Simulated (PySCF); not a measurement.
PySCF input file for iodoethane (C2H5I), SMILES CCI, PBE0-D3(BJ)/def2-SVP. 

```python
import numpy as np
from pyscf import gto, scf, dft
from pyscf.geomopt import geometric_solver

mol = gto.M(
    atom='''
    C    -0.43089250   -2.40555829   -0.00000000
    C     0.69641786   -1.39940278   -0.00000000
    I    -0.03960667    0.63794022    0.00000000
    H    -1.05683411   -2.29346055    0.88297678
    H    -0.01338386   -3.41208916    0.00000000
    H    -1.05683411   -2.29346055   -0.88297677
    H     1.31652668   -1.49102746    0.88793377
    H     1.31652668   -1.49102746   -0.88793376
    ''',
    basis='def2-SVP',
    ecp={'I': 'def2-svp'},
    charge=0,
    spin=0,
    max_memory=1600,
    verbose=3,
)
mf = dft.RKS(mol, xc='pbe0').density_fit(auxbasis='def2-universal-jkfit')
mf.disp = 'd3bj'
mf.grids.level = 3
mf.conv_tol = 1e-9
mf.max_cycle = 100
mf.kernel()
conv, mol_eq = geometric_solver.kernel(mf, convergence_set='GAU_TIGHT', maxsteps=100)
print(mol_eq.tostring(format='xyz'))
mf.reset(mol_eq)
mf.kernel()
```

It prints:

```
converged SCF energy = -376.782648905746
[banner and settings of the optimiser left out]
Geometry optimization cycle 1
Cartesian coordinates (Angstrom)
 Atom        New coordinates             dX        dY        dZ
   C  -0.430893  -2.405558   0.000000    0.000000  0.000000  0.000000
   C   0.696418  -1.399403   0.000000   -0.000000  0.000000  0.000000
   I  -0.039607   0.637940   0.000000    0.000000  0.000000  0.000000
   H  -1.056834  -2.293461   0.882977    0.000000  0.000000  0.000000
   H  -0.013384  -3.412089   0.000000    0.000000  0.000000  0.000000
   H  -1.056834  -2.293461  -0.882977    0.000000  0.000000  0.000000
   H   1.316527  -1.491027   0.887934    0.000000  0.000000  0.000000
   H   1.316527  -1.491027  -0.887934    0.000000  0.000000  0.000000

WARN: Mole.unit (angstrom) is changed to Bohr

converged SCF energy = -376.782648905704
--------------- DFRKS_Scanner gradients ---------------
         x                y                z
0 C    -0.0055016295    -0.0082121069    -0.0000000047
1 C     0.0102805127     0.0023468600    -0.0000000049
2 I    -0.0016382898     0.0009430211     0.0000000001
3 H     0.0049951752     0.0000185254    -0.0059859771
4 H    -0.0031690379     0.0082799356     0.0000000000
5 H     0.0049951784     0.0000185248     0.0059859817
6 H    -0.0049770502    -0.0016908647    -0.0055668651
7 H    -0.0049770534    -0.0016908643     0.0055668699
----------------------------------------------
cycle 1: E = -376.782648906  dE = -376.783  norm(grad) = 0.0230192
Step    0 : Gradient = 8.139e-03/1.054e-02 (rms/max) Energy = -376.7826489057
Hessian Eigenvalues: 2.30000e-02 5.00000e-02 5.00000e-02 ... 3.50302e-01 3.51731e-01 3.51731e-01

Geometry optimization cycle 2
Cartesian coordinates (Angstrom)
 Atom        New coordinates             dX        dY        dZ
   C  -0.435448  -2.406978   0.000000   -0.004556 -0.001420  0.000000
   C   0.693277  -1.399743   0.000000   -0.003140 -0.000340  0.000000
[...]
Step    5 : Displace = 5.267e-05/7.419e-05 (rms/max) Trust = 3.000e-01 (+) Grad = 7.088e-06/1.366e-05 (rms/max) E (change) = -376.7832152667 (-6.635e-09) Quality = 0.697
Hessian Eigenvalues: 1.58000e-02 2.30000e-02 5.00000e-02 ... 3.51550e-01 3.51731e-01 3.64429e-01

Geometry optimization cycle 7
Cartesian coordinates (Angstrom)
 Atom        New coordinates             dX        dY        dZ
   C  -0.434234  -2.407911   0.000000   -0.000058 -0.000415  0.000000
   C   0.689976  -1.402402   0.000000   -0.000238 -0.000230 -0.000000
   I  -0.022785   0.642149   0.000000   -0.000842 -0.000350  0.000000
   H  -1.071312  -2.305325   0.890305   -0.000038 -0.000532  0.000034
   H  -0.010997  -3.426694   0.000000    0.000133 -0.000353  0.000000
   H  -1.071312  -2.305325  -0.890305   -0.000038 -0.000532 -0.000034
   H   1.323825  -1.474865   0.892865   -0.000315  0.000014  0.000062
   H   1.323825  -1.474865  -0.892865   -0.000315  0.000014 -0.000062
converged SCF energy = -376.783215259952
--------------- DFRKS_Scanner gradients ---------------
         x                y                z
0 C    -0.0000059253     0.0000159212     0.0000000000
1 C     0.0000195835    -0.0000214320    -0.0000000000
2 I     0.0000007677     0.0000079698    -0.0000000000
3 H     0.0000003170     0.0000003696     0.0000058220
4 H     0.0000000852    -0.0000045186    -0.0000000000
5 H     0.0000003170     0.0000003696    -0.0000058220
6 H    -0.0000040912     0.0000055112     0.0000066486
7 H    -0.0000040912     0.0000055111    -0.0000066486
----------------------------------------------
cycle 7: E = -376.78321526  dE = 6.73936e-09  norm(grad) = 3.82997e-05
Step    6 : Displace = 6.839e-05/9.797e-05 (rms/max) Trust = 3.000e-01 (=) Grad = 1.354e-05/2.903e-05 (rms/max) E (change) = -376.7832152600 (+6.739e-09) Quality = -0.633
Poor-quality step dominated by net translation/rotation detected; will project out net forces and torques past this point.
Hessian Eigenvalues: 6.98345e-03 2.30000e-02 5.00000e-02 ... 3.51731e-01 3.57668e-01 3.70080e-01

Geometry optimization cycle 8
Cartesian coordinates (Angstrom)
 Atom        New coordinates             dX        dY        dZ
   C  -0.434296  -2.408377   0.000000   -0.000062 -0.000466  0.000000
   C   0.689665  -1.402603   0.000000   -0.000311 -0.000201 -0.000000
   I  -0.023686   0.641768   0.000000   -0.000901 -0.000381  0.000000
   H  -1.071379  -2.305935   0.890314   -0.000067 -0.000610  0.000009
   H  -0.010812  -3.427064   0.000000    0.000185 -0.000370  0.000000
   H  -1.071379  -2.305935  -0.890314   -0.000067 -0.000610 -0.000009
   H   1.323492  -1.474863   0.892887   -0.000333  0.000002  0.000021
   H   1.323492  -1.474863  -0.892887   -0.000333  0.000002 -0.000021
converged SCF energy = -376.783215249726
--------------- DFRKS_Scanner gradients ---------------
         x                y                z
0 C    -0.0000086020     0.0000224529     0.0000000000
1 C     0.0000342277    -0.0000341036    -0.0000000000
2 I    -0.0000014427     0.0000098645    -0.0000000000
3 H     0.0000027801     0.0000014366     0.0000074065
4 H     0.0000014802    -0.0000070383    -0.0000000000
5 H     0.0000027801     0.0000014366    -0.0000074065
6 H    -0.0000121237     0.0000078359     0.0000053780
7 H    -0.0000121237     0.0000078359    -0.0000053780
----------------------------------------------
cycle 8: E = -376.78321525  dE = 1.02265e-08  norm(grad) = 6.0562e-05
Step    7 : Displace = 3.135e-05/3.950e-05 (rms/max) Trust = 3.419e-05 (-) Grad = 2.137e-05/4.875e-05 (rms/max) E (change) = -376.7832152497 (+1.023e-08) Quality = -1.077
Not rejecting step - energy change meets convergence criteria
Hessian Eigenvalues: 9.68944e-03 2.30000e-02 5.00000e-02 ... 3.51731e-01 3.60762e-01 3.69484e-01

Geometry optimization cycle 9
Cartesian coordinates (Angstrom)
 Atom        New coordinates             dX        dY        dZ
   C  -0.434291  -2.408390   0.000000    0.000004 -0.000013 -0.000000
   C   0.689644  -1.402583   0.000000   -0.000020  0.000020  0.000000
   I  -0.023699   0.641773   0.000000   -0.000013  0.000005  0.000000
   H  -1.071383  -2.305967   0.890305   -0.000004 -0.000031 -0.000009
   H  -0.010778  -3.427057   0.000000    0.000034  0.000006  0.000000
   H  -1.071383  -2.305967  -0.890305   -0.000004 -0.000031  0.000009
   H   1.323490  -1.474846   0.892878   -0.000002  0.000017 -0.000009
   H   1.323490  -1.474846  -0.892878   -0.000002  0.000017  0.000009
converged SCF energy = -376.783215251536
--------------- DFRKS_Scanner gradients ---------------
         x                y                z
0 C    -0.0000084423     0.0000171522     0.0000000000
1 C     0.0000286347    -0.0000299449    -0.0000000000
2 I     0.0000005520     0.0000078170    -0.0000000000
3 H     0.0000034097     0.0000009213     0.0000039221
4 H    -0.0000001664    -0.0000024733    -0.0000000000
5 H     0.0000034097     0.0000009213    -0.0000039221
6 H    -0.0000102118     0.0000076618     0.0000043222
7 H    -0.0000102118     0.0000076618    -0.0000043222
----------------------------------------------
cycle 9: E = -376.783215252  dE = -1.81046e-09  norm(grad) = 5.06824e-05
Step    8 : Displace = 1.614e-05/2.302e-05 (rms/max) Trust = 1.567e-05 (-) Grad = 1.785e-05/4.189e-05 (rms/max) E (change) = -376.7832152515 (-1.810e-09) Quality = 0.741
Hessian Eigenvalues: 9.05549e-03 2.30000e-02 3.54653e-02 ... 3.51190e-01 3.51731e-01 4.03138e-01

Geometry optimization cycle 10
Cartesian coordinates (Angstrom)
 Atom        New coordinates             dX        dY        dZ
   C  -0.434285  -2.408405   0.000000    0.000006 -0.000014 -0.000000
   C   0.689625  -1.402558   0.000000   -0.000020  0.000025  0.000000
   I  -0.023722   0.641780   0.000000   -0.000023  0.000007  0.000000
   H  -1.071386  -2.306000   0.890299   -0.000004 -0.000033 -0.000006
   H  -0.010738  -3.427053   0.000000    0.000040  0.000004  0.000000
   H  -1.071386  -2.306000  -0.890299   -0.000004 -0.000033  0.000006
   H   1.323490  -1.474825   0.892870    0.000000  0.000021 -0.000008
   H   1.323490  -1.474825  -0.892870    0.000000  0.000021  0.000008
converged SCF energy = -376.783215252571
--------------- DFRKS_Scanner gradients ---------------
         x                y                z
0 C    -0.0000079730     0.0000122285     0.0000000000
1 C     0.0000224564    -0.0000248936    -0.0000000000
2 I     0.0000021823     0.0000063341    -0.0000000000
3 H     0.0000030183     0.0000006377     0.0000019523
4 H    -0.0000010296     0.0000004040    -0.0000000000
5 H     0.0000030183     0.0000006377    -0.0000019523
6 H    -0.0000073507     0.0000071827     0.0000043955
7 H    -0.0000073507     0.0000071827    -0.0000043955
----------------------------------------------
cycle 10: E = -376.783215253  dE = -1.03449e-09  norm(grad) = 4.07399e-05
Step    9 : Displace = 1.572e-05/2.104e-05 (rms/max) Trust = 1.567e-05 (=) Grad = 1.429e-05/3.401e-05 (rms/max) E (change) = -376.7832152526 (-1.034e-09) Quality = 0.425
Hessian Eigenvalues: 8.89881e-03 2.30000e-02 3.35464e-02 ... 3.51506e-01 3.51731e-01 4.12167e-01

Geometry optimization cycle 11
Cartesian coordinates (Angstrom)
 Atom        New coordinates             dX        dY        dZ
   C  -0.434269  -2.408429   0.000000    0.000017 -0.000024 -0.000000
   C   0.689594  -1.402520   0.000000   -0.000031  0.000038  0.000000
   I  -0.023792   0.641782   0.000000   -0.000070  0.000002  0.000000
   H  -1.071383  -2.306051   0.890293    0.000004 -0.000051 -0.000006
   H  -0.010667  -3.427053   0.000000    0.000071 -0.000000  0.000000
   H  -1.071383  -2.306051  -0.890293    0.000004 -0.000051  0.000006
   H   1.323485  -1.474793   0.892857   -0.000005  0.000033 -0.000012
   H   1.323485  -1.474793  -0.892857   -0.000005  0.000033  0.000012
converged SCF energy = -376.783215253238
--------------- DFRKS_Scanner gradients ---------------
         x                y                z
0 C    -0.0000079763     0.0000064303     0.0000000000
1 C     0.0000136463    -0.0000136579    -0.0000000000
2 I     0.0000036983     0.0000040699    -0.0000000000
3 H     0.0000017774     0.0000012104     0.0000014079
4 H    -0.0000005246     0.0000002284    -0.0000000000
5 H     0.0000017773     0.0000012104    -0.0000014079
6 H    -0.0000027148     0.0000051098     0.0000056181
7 H    -0.0000027147     0.0000051097    -0.0000056181
----------------------------------------------
cycle 11: E = -376.783215253  dE = -6.67058e-10  norm(grad) = 2.55264e-05
Step   10 : Displace = 1.710e-05/2.651e-05 (rms/max) Trust = 1.567e-05 (=) Grad = 8.797e-06/1.975e-05 (rms/max) E (change) = -376.7832152532 (-6.671e-10) Quality = 0.229
Hessian Eigenvalues: 8.13689e-03 2.30000e-02 3.22887e-02 ... 3.51731e-01 3.77986e-01 4.18809e-01

Geometry optimization cycle 12
Cartesian coordinates (Angstrom)
 Atom        New coordinates             dX        dY        dZ
   C  -0.434253  -2.408442   0.000000    0.000015 -0.000013 -0.000000
   C   0.689576  -1.402500   0.000000   -0.000018  0.000020  0.000000
   I  -0.023845   0.641780   0.000000   -0.000054 -0.000002  0.000000
   H  -1.071375  -2.306081   0.890290    0.000008 -0.000030 -0.000003
   H  -0.010621  -3.427052   0.000000    0.000046  0.000002  0.000000
   H  -1.071375  -2.306081  -0.890290    0.000008 -0.000030  0.000003
   H   1.323479  -1.474772   0.892847   -0.000007  0.000021 -0.000010
   H   1.323479  -1.474772  -0.892847   -0.000007  0.000021  0.000010
converged SCF energy = -376.783215252984
--------------- DFRKS_Scanner gradients ---------------
         x                y                z
0 C    -0.0000064165     0.0000046008     0.0000000000
1 C     0.0000101014    -0.0000096751    -0.0000000000
2 I     0.0000039381     0.0000034866    -0.0000000000
3 H     0.0000011864     0.0000016417     0.0000013777
4 H    -0.0000003419     0.0000003738    -0.0000000000
5 H     0.0000011864     0.0000016417    -0.0000013777
6 H    -0.0000013431     0.0000038201     0.0000047401
7 H    -0.0000013431     0.0000038201    -0.0000047401
----------------------------------------------
cycle 12: E = -376.783215253  dE = 2.53692e-10  norm(grad) = 1.93814e-05
Step   11 : Displace = 8.530e-06/1.184e-05 (rms/max) Trust = 7.837e-06 (-) Grad = 6.548e-06/1.443e-05 (rms/max) E (change) = -376.7832152530 (+2.537e-10) Quality = -0.194
Hessian Eigenvalues: 8.13689e-03 2.30000e-02 3.22887e-02 ... 3.51731e-01 3.77986e-01 4.18809e-01
Converged! =D

8
XYZ from PySCF
C          -0.43425337       -2.40844180        0.00000000
C           0.68957595       -1.40249974        0.00000000
I          -0.02384538        0.64178036        0.00000000
H          -1.07137468       -2.30608117        0.89029008
H          -0.01062120       -3.42705159        0.00000000
H          -1.07137468       -2.30608117       -0.89029008
H           1.32347868       -1.47477181        0.89284729
H           1.32347868       -1.47477181       -0.89284728
converged SCF energy = -376.783215253111
```

The run converged.
